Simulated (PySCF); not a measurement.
# Pb (lead, neutral) across methods

[Xe] 4f14 5d10 6s2 6p2, high-spin 3P determinant. All numbers are calculated (PySCF 2.14, scalar relativity by spin-free X2C-1e, in x2c-TZVPPall (11s7p6d3f, 83 functions)).

```csv
method,E (hartree),mean ε 6s α (eV),mean ε 6s β (eV),mean ε 6p α (eV),Σ⟨r²⟩ (bohr²),⟨S²⟩
r2SCAN,-20885.93,-12.761,-11.411,-4.193,72.60,2.005
UHF,-20879.87488,-16.963,-13.696,-6.949,73.58,2.010
PBE,-20885.95,-12.247,-11.269,-3.874,72.91,2.001
wB97X-V,-20885.91,-16.187,-14.481,-6.643,72.50,2.004
BP86,-20888.33,-12.404,-11.499,-3.996,72.92,2.001
LDA,-20873.39,-12.517,-11.685,-3.979,72.78,2.001
B97-3,-20885.36,-13.587,-12.136,-4.650,72.87,2.002
PBE0,-20885.68,-13.650,-12.136,-4.779,72.67,2.003
```

Spin-orbit coupling is strong in this species (close to jj coupling), so the high-spin LS determinant is a model state, not a physical level.
